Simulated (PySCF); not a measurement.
SMILES [Cl][Ge]([Cl])[Cl] (Cl₃Ge), doublet (B3LYP/def2-SVP optimised geometry):

```
4

Cl     1.446    -1.037     0.000
Ge    -0.743    -1.037     0.000
Cl    -1.446    -2.018    -1.826
Cl    -1.446     1.037     0.000
```

Level of theory: unrestricted B3LYP/def2-TZVP (PySCF 2.14.0).

Question: What are the frontier orbital energies (α orbitals alone; a β orbital can be the lowest empty one) and the dipole moment?

Answer: HOMO-2 -9.40 eV, HOMO-1 -9.17 eV, HOMO -7.46 eV, LUMO -1.51 eV, LUMO+1 -0.55 eV; dipole moment 1.28 D.

On the same geometry unrestricted PBE/def2-TZVP in PySCF 2.14.0 gives HOMO-2 -8.27 eV, HOMO-1 -8.03 eV, HOMO -6.53 eV, LUMO -2.17 eV, LUMO+1 -1.19 eV; dipole moment 1.13 D.

Meta-Löwdin charges at B3LYP/def2-TZVP: Cl1 -0.24, Ge2 0.72, Cl3 -0.24, Cl4 -0.24.
